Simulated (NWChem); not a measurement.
A series in which one site is exchanged, each optimised at PBE0/def2-SVP with NWChem, gas phase unless a solvent is named. All stand in one matching conformer (torsions within 35°), which need not be the lowest. This build's default masses of Se (78.918 u) and Br (79.917 u) are each other's, which moves their modes by up to 0.6 %. For some, no frequency run checked for a minimum. def2 effective core potentials on Cd; no spin-orbit coupling.

A: [SH][Be][SeH] (BeH2SeS; site = Be)
B: [Mg]([SH])[SeH] (MgH2SeS; site = Mg)
C: S[Se][SeH] (H$_{2}$Se$_{2}$S; site = Se)
D: [SH][Cd][SeH] (CdH2SeS; site = Cd)

| quantity | A | B | C | D |
|---|---|---|---|---|
| dipole (D), PBE0/def2-SVP | 1.18 | [?] | 0.45 | 1.05 |
| orbital gap (eV), PBE0/def2-SVP | 6.73 | [?] | 5.42 | 5.57 |
| static polarisability, PBE/def2-SVPD (bohr³) | 70.7 | [?] | 86.4 | 92.4 |
| lowest singlet excitation, PBE/def2-SVPD, TDA (eV) | 4.78 | [?] | 3.60 | 3.75 |

Question: What belongs in the gaps?

Answer: 
- dipole (D), PBE0/def2-SVP, B: 0.97
- orbital gap (eV), PBE0/def2-SVP, B: 5.44
- static polarisability, PBE/def2-SVPD (bohr³), B: 86.3
- lowest singlet excitation, PBE/def2-SVPD, TDA (eV), B: 3.76
